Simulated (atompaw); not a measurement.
# Scattering properties, PAW (atompaw) potential for Sc (Z = 21)

```
Element                 : Sc
Generator               : atompaw 4.2.0.5
Type                    : PAW
Functional              : LDA (PW92)
Relativity              : scalar-relativistic
Frozen core             : [Ar]
Valence charge          : 3
Reference configuration : 3d1 4s2 4p0
Partial waves           : 4s (bound): rc 3.00 bohr; 4s channel at 2.25 Ry: rc 3.00 bohr; 4p (bound, empty): rc 3.00 bohr; 4p channel at 0.4 Ry: rc 3.00 bohr; 3d (bound): rc 3.00 bohr; 3d channel at 4.2 Ry: rc 2.15 bohr
Local potential         : troulliermartins scheme with l = 3 at 0 Ry, radius 2.50 bohr
Core correction         : smooth core density matched at 2.75 bohr
Augmentation charge     : sinc compensation charge, radius 2.30 bohr; PAW radius 3.00 bohr; waves and projectors: custom rrkj vanderbiltortho
```

The phase is arctan(r·u′/u) with u = r·R(r), unwrapped; energies in Ry, scanned from -2 to 5 Ry. A pole is an energy at which the radial function vanishes at the test radius. The pseudo phase is shifted by a multiple of π to meet the all-electron one at the reference energy, and phase errors are pseudo minus all-electron; the curves can meet again beyond the range given. Levels narrower than the energy grid can be missing from the lists of poles.

**Question.** For each channel, where are the poles, and over which energies does the pseudopotential scatter like the atom?

**Answer.**

```tsv
channel	radius (bohr)	reference energy (Ry)	poles, all-electron	poles, pseudo	unbroken range about the reference energy with phases within 0.05 rad	phase error 1 Ry above the reference energy (rad)
s	3.01	-0.32	1.42	1.39, 1.47	below 1.4	-0.001
p	3.01	-0.11	2.18	2.34	below 3.3	+0.005
d	3.01	-0.25	-0.04, 3.39	-0.01, 3.49	-0.3 to 0.1	+0.180
```

Phases in the s channel:

```
E (Ry)  all-electron  pseudo
 -2.00         1.281   1.279
 -1.52         1.212   1.210
 -1.04         1.071   1.070
 -0.56         0.655   0.654
 -0.08        -0.641  -0.642
  0.40        -1.278  -1.279
  0.88        -1.468  -1.469
  1.36        -1.561  -1.564
  1.84        -1.626  -4.768
  2.32        -1.685  -4.827
  2.80        -1.754  -4.896
  3.28        -1.861  -5.005
  3.76        -2.099  -5.264
  4.24        -2.974  -6.309
  4.72        -4.112  -7.361
```
